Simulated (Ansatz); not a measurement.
Saddle point of SnH$_{4}$SO, closed shell (SnH₄SO ([OH][SnH2][SH]) → SnH₂S ([S][SnH2]) + H₂O (still joined by a long Sn–O bond); bonds formed: O2–H4; bonds broken: S3–H4; bonds weakened to dative contacts: Sn1–O2), PBE0-D4/def2-TZVP structure:

```
7
angstrom
Sn 0.2676 0.2596 0.8295
O -0.8545 -0.4105 -0.8360
S 1.8551 -0.8192 -0.4501
H 0.3137 -0.7793 -1.1064
H 0.1000 1.9614 0.8310
H -0.4767 -0.4513 2.1880
H -1.2050 0.2391 -1.4560
```

Energies are electronic, without zero-point energy. Barriers and step energies count from the start structure reached by relaxing down the imaginary mode; all methods use the PBE0-D4 structures, on which another method's saddle can fall below an end. Ansatz 0.2.0; basis: def2-TZVPP, with def2-QZVPP for the basis limit; cores frozen in the correlated methods. Filled d shells of the heavier atoms are correlated. Core potentials replace the inner electrons of the atoms past krypton. The def2 sets are not built for correlating such inner shells, so the correlated values are less sure here. B3LYP uses VWN-RPA correlation. Extrapolation: Hartree–Fock as exp(−7.88 √X), correlation as X^−2.97.

```
      method  barrier (eV)  step energy (eV)
       SPW92         0.693             0.607
      PBE-D4         0.901             0.641
     BLYP-D4         1.027             0.661
   r2SCAN-D4         1.011             0.714
      B97M-V             ?             0.706
     PBE0-D4         1.042             0.699
    B3LYP-D4             ?             0.710
  r2SCAN0-D4         1.099             0.727
    BHLYP-D4         1.303             0.776
CAM-B3LYP-D4         1.191             0.799
     wB97X-V         1.218             0.839
     wB97M-V         1.158             0.747
      B2PLYP             ?             0.739
    PBE-QIDH         1.129             0.755
  RPA on PBE         1.200             0.815
          HF         1.664             0.847
         MP2         1.101             0.755
        CCSD         1.290             0.808
     CCSD(T)         1.188             0.772
```

(1) Fill in the withheld barriers. (Judge from chemistry; the value comes from the calculation.)

The T1 diagnostic stays at or below 0.016.

Answers

(1) The calculation gives: B3LYP-D4 1.130; B2PLYP 1.150; B97M-V 1.132 eV. Each is the energy of the saddle less that of the start structure, by the same method.

For comparison, the barrier by CCSD(T) at an estimated basis limit (MP2 extrapolated from triple and quadruple zeta, plus CCSD(T) − MP2 in triple zeta) is 1.140 eV.

Labels in which every atom is bracketed show which atoms are joined, not bond orders.

For scale, one of the runs: CCSD(T)/def2-TZVPP, 179 basis functions, launched by `ansatz run in.yaml --threads 4 --pin off --events-out ev --progress --plain --max-ram 9574MiB`. The run took 40 s on 4 CPU threads of an Arm Neoverse V1 (shared host), with 1.9 GiB of host memory at its peak.
